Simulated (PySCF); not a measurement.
GaH3, SMILES [GaH3].

The structure is a stationary point at r2SCAN-D4/def2-TZVPD. The isomer is the one that the SMILES or the coordinates give; other isomers of the formula were not compared.

Computed with TDA-PBE0/def2-TZVPD in PySCF.

Vertical excitations; the highest root listed may be one member of a degenerate set. The molecule is in vacuum. State labels are in the subgroup C2v.

Task: Give excitation energies, oscillator strengths and character. (The exact figures need the calculation; the answer reports its results.)

Result: 
| state | symmetry | energy (eV) | λ (nm) | f | main pairs |
|---|---|---|---|---|---|
| S1 | B2 | 5.24 | 237 | 0.000 | HOMO→LUMO (degenerate set) |
| S2 | A2 | 5.24 | 237 | 0.000 | HOMO−1→LUMO (degenerate set) |
| S3 | B1 | 7.93 | 156 | 0.203 | HOMO−1→LUMO+1 (degenerate set) |
| S4 | A1 | 7.93 | 156 | 0.203 | HOMO→LUMO+1 (degenerate set) |
| S5 | B1 | 8.58 | 144 | 0.000 | HOMO−1→LUMO+4 50 %, HOMO→LUMO+3 49 % |
| S6 | A1 | 8.72 | 142 | 0.006 | HOMO→LUMO+2, HOMO→LUMO+4, HOMO−1→LUMO+3 (degenerate set) |
| S7 | B1 | 8.72 | 142 | 0.006 | HOMO−1→LUMO+2, HOMO→LUMO+3, HOMO−1→LUMO+4 (degenerate set) |
| S8 | A1 | 8.95 | 139 | 0.000 | HOMO→LUMO+4 49 %, HOMO−1→LUMO+3 49 % |
| S9 | A1 | 9.51 | 130 | 0.734 | HOMO−1→LUMO+3, HOMO→LUMO+4, HOMO→LUMO+2 (degenerate set) |
| S10 | B1 | 9.51 | 130 | 0.734 | HOMO→LUMO+3, HOMO−1→LUMO+4, HOMO−1→LUMO+2 (degenerate set) |
| T1 | B2 | 4.70 | 264 | 0 | HOMO→LUMO (degenerate set) |
| T2 | A2 | 4.70 | 264 | 0 | HOMO−1→LUMO (degenerate set) |
| T3 | A1 | 7.07 | 175 | 0 | HOMO→LUMO+1, HOMO→LUMO+2 (degenerate set) |
| T4 | B1 | 7.07 | 175 | 0 | HOMO−1→LUMO+1, HOMO−1→LUMO+2 (degenerate set) |
Triplets are in the Tamm–Dancoff approximation.
